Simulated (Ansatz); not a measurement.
Input file for `C[SiH](F)BN`:

```yaml
crystal:
  periodic: [false, false, false]
  atoms:
    - {symbol: C, position_ang: [-1.245101, 0.748419, 1.385449]}
    - {symbol: Si, position_ang: [0.127167, 0.833840, 0.125259]}
    - {symbol: F, position_ang: [1.539858, 0.810140, 0.924661]}
    - {symbol: B, position_ang: [0.161854, -0.700488, -1.175879]}
    - {symbol: N, position_ang: [1.290414, -1.502639, -1.213573]}
    - {symbol: H, position_ang: [-1.181163, 1.578443, 2.092832]}
    - {symbol: H, position_ang: [-2.215105, 0.805147, 0.882987]}
    - {symbol: H, position_ang: [-1.211358, -0.187713, 1.947563]}
    - {symbol: H, position_ang: [0.065565, 2.158615, -0.560544]}
    - {symbol: H, position_ang: [-0.742243, -0.962952, -1.920255]}
    - {symbol: H, position_ang: [2.091416, -1.345176, -0.622536]}
    - {symbol: H, position_ang: [1.395498, -2.290837, -1.831964]}
basis:
  gaussian: {orbitals: def2-SVP}
correlation: {method: ccsd_t}
```

```sh
$ ansatz run in.yaml --threads 4 --pin off --events-out ev --progress --plain --max-ram 10444MiB
```

The program prints (abridged):

```
Functional definition: HF
1088 factors; integrals over basis functions are off by at most 1.1e-3 eV
mean field evaluation 1: about -13854.9389 eV, gradient 3.9e1 eV
mean field evaluation 2: about -13854.9943 eV, gradient 3.9e1 eV
mean field evaluation 4: about -13858.5806 eV, gradient 3.6e0 eV
mean field evaluation 8: about -13858.6269 eV, gradient 1.7e-1 eV
mean field evaluation 16: about -13858.5626 eV, gradient 8.2e-1 eV
mean field -13858.62699837 eV, -509.2951484753 hartree, gradient 9.4e-6 eV, S^2 0.000000; 0 other end points of the search recorded, 0 dependent functions left out
9 core orbitals not correlated: weight in the atoms' cores, before any rotation towards them, 1.000 or more for the frozen orbitals, at most 0.000 for the correlated occupied ones
reference -13858.62699837 eV, -509.2951484753 hartree; 15, 15 occupied and 85, 85 virtual orbitals, 1088 factors
second order -18.54731220 eV of doubles, -0.00000000 eV of singles
cycle   1  -19.41760650 eV  change   -8.7e-1 eV  update   9.9e-2
cycle   2  -19.89823016 eV  change   -4.8e-1 eV  update   3.0e-2
cycle   3  -20.01850135 eV  change   -1.2e-1 eV  update   1.6e-2
cycle   4  -20.01495163 eV  change    3.5e-3 eV  update   4.8e-3
cycle   5  -20.01264507 eV  change    2.3e-3 eV  update   1.8e-3
cycle   6  -20.01281297 eV  change   -1.7e-4 eV  update   6.7e-4
cycle   7  -20.01254438 eV  change    2.7e-4 eV  update   1.8e-4
cycle   8  -20.01249983 eV  change    4.5e-5 eV  update   6.3e-5
cycle   9  -20.01251150 eV  change   -1.2e-5 eV  update   2.2e-5
perturbative correction -0.48871219 eV, -0.0179598417 hartree
Total energy: -13879.12822206 eV, -510.0485545496 hartree
```

Hardware: 4 threads of an AMD EPYC 9R45 on a shared host. Wall time 1.7 s, peak host memory 0.57 GiB.

Correlation energy per correlated electron: -0.683 eV. T1 diagnostic: 0.0130.
